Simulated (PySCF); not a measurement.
C2H4BN.
SMILES: `B(C#C)N`

Torsions of this conformer, `[CH:1]#[C:2][BH:3][NH2:4]`: H–N4–B3–C2 0°, H–N4–B3–C2 180°.

The closed-shell ground state was solved at several levels (PySCF, density fitting, gas phase, non-relativistic). Geometry: GFN2-xTB; no solvent, vibrations or thermal averaging.

```json
{"level": "wB97X-D/def2-SVPD", "basis functions": "112", "total energy (Eh)": "-158.0397", "HOMO (eV)": "-9.79", "LUMO (eV)": "1.09", "gap (eV)": "10.88", "dipole (D)": "1.73"}
{"level": "PBE0/pcSseg-1", "basis functions": "88", "total energy (Eh)": "-157.9865", "HOMO (eV)": "-7.85", "LUMO (eV)": "-0.61", "gap (eV)": "7.24", "dipole (D)": "1.90"}
```

Task: Estimate the row for B3LYP/pcJ-1, a basis of 148 functions; the other rows only guide the guess.

Result: Total energy -158.2258 Eh, HOMO -7.58 eV, LUMO -0.80 eV, gap 6.78 eV, dipole 1.92 D.

Task: Over all these levels, which gives the widest orbital gap and which the narrowest?

Result: wB97X-D/def2-SVPD (range-separated hybrid) has the widest, 10.88 eV, and B3LYP/pcJ-1 (global hybrid, 20 % exact exchange) the narrowest, 6.78 eV. Functional and basis both differ between the two, so the spread mixes both effects.

Task: How far do the dipole and the HOMO energy spread over the levels?

Result: The dipole runs from 1.73 to 1.92 D (mean 1.85 D) and the HOMO from -9.79 to -7.58 eV.

Note: wB97X-D ran without an empirical dispersion term, which enters the total energy and its gradient alone.
